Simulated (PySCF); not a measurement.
CAuClO, charge +1, doublet, at a GFN2-xTB geometry (such geometries of metal compounds can be far from the true shape) (the multiplicity is a formal guess) (core potentials on Au). Base run: PySCF with B3LYP/def2-SV(P).

PySCF was given this input:
```python
from pyscf import gto, scf, dft

mol = gto.M(
    atom='''
Au    0.00239240   -0.01334767    0.01704058
Cl   -0.20516636    1.64805585   -1.49815509
O     0.27817419   -2.28166469    2.03471600
C     0.17890579   -1.45152763    1.30745039
''',
    basis='def2-sv(p)',
    ecp={'Au': 'def2-sv(p)'},
    charge=1,
    spin=1,
    verbose=4,
)

mf = dft.UKS(mol)
mf.xc = 'b3lyp'
mf.kernel()
mf.analyze()
```

Variants of this job, named by their change:

```csv
change,ΔE vs base (mEh),fitting functions,outcome
base,0.000,-,converged
auxbasis = def2-universal-jkfit,0.013,527,converged
auxbasis = def2-svp-ri,-,-,input refused
auxbasis = even-tempered beta=2.0,-0.434,576,converged
auxbasis = even-tempered beta=3.0,-35.460,377,converged
only_dfj = on; auxbasis = def2-universal-jfit,-0.137,238,converged
auxbasis = default (with mf = mf.density_fit()),0.013,527,converged
"exchange = seminumerical (SGX) (with mf = sgx.sgx_fit(mf, auxbasis='def2-universal-jfit'); with mf.with_df.dfj = True)",-0.133,238,converged
auxbasis = cc-pvdz-jkfit,-,-,input refused
auxbasis = def2-tzvp-ri,-,-,input refused
```

A fitting set is made for a task (jfit for Coulomb, jkfit for Coulomb and exchange, ri for correlation) and for a family of orbital bases.

Open shells are given as the SCF converged; they aren't shown to be the lowest states, and a large step between rows can be another state.

- auxbasis = def2-svp-ri: ended with `pyscf.lib.exceptions.BasisNotFoundError: Basis set not found for Au in def2-svp-ri`
- auxbasis = cc-pvdz-jkfit: ended with `pyscf.lib.exceptions.BasisNotFoundError: Basis set not found for Au in cc-pvdz-jkfit`
- auxbasis = def2-tzvp-ri: ended with `pyscf.lib.exceptions.BasisNotFoundError: Basis set not found for Au in def2-tzvp-ri`
